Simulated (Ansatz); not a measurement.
Basis-set extrapolation for `OCBF` (PBE0-D4/def2-TZVP geometry, frozen core, Ansatz 0.2.0). Multiplicity 1, RHF reference.

```tsv
	def2-TZVPP	def2-QZVPP
HF	-239.327168	-239.338490
MP2 correlation	-0.758550	-0.820249
CCSD(T) correlation	-0.808181	not run
```

Energies in hartree. Use E(X) = E(∞) + A·exp(−7.88·√X) for Hartree–Fock and E(X) = E(∞) + B·X^(−2.97) for correlation, with X = 3 and 4, and add CCSD(T) minus MP2 of the smaller set to the MP2 limit.

What is the CCSD(T) energy at the basis-set limit?

HF limit: -239.338490 + (-0.011322) × 0.13774 = -239.34005. MP2 limit: -0.820249 + (-0.061699) × 0.74074 = -0.86595. Higher-order term: -0.808181 − (-0.758550) = -0.04963. Total: -240.25563 hartree, 75.5 kcal/mol below CCSD(T)/def2-TZVPP.
